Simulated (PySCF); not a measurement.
## Electronic structure of B⁻ (boron, charge -1) at the PBE level

Configuration: [He] 2s2 2p2, high-spin 3P determinant. Calculation: PySCF 2.14, in aug-cc-pwCVTZ (7s6p4d2f, 59 functions); the non-relativistic Hamiltonian (point nucleus).

```json
{
 "Total energy": "-24.6334 hartree",
 "One-electron energy": "-33.6140 hartree",
 "Hartree (Coulomb) energy": "12.9608 hartree",
 "Exchange-correlation energy": "-3.9802 hartree",
 "Kinetic energy": "24.53434 hartree",
 "⟨S²⟩": "2.0029",
 "⟨L²⟩": "2.009",
 "Sum of ⟨r⟩": "11.71 bohr",
 "Sum of ⟨r²⟩": "46.06 bohr²",
 "Traceless quadrupole moment −½Σ⟨3z² − r²⟩ along its main axis": "6.94 e·bohr²",
 "Density at the nucleus (Gaussians lack the cusp)": "69.4 bohr⁻³",
 "Spin density at the nucleus": "-0.0418 bohr⁻³",
 "Langevin diamagnetic susceptibility": "-36.5 ×10⁻⁶ cm³/mol"
}
```

```tsv
shell	electrons	mean orbital energy (eV)	rms radius, mean of both spins (bohr)
1s α	1	-173.30	0.384
1s β	1	-172.96	0.384
2s α	1	-3.420	2.32
2s β	1	-1.984	2.32
2p α	2	1.843	4.19
```

At PBE the highest occupied level has a positive energy, so only the finite basis holds that electron; in a semilocal or global hybrid functional this comes from self-interaction and does not mean that the real anion is unbound.
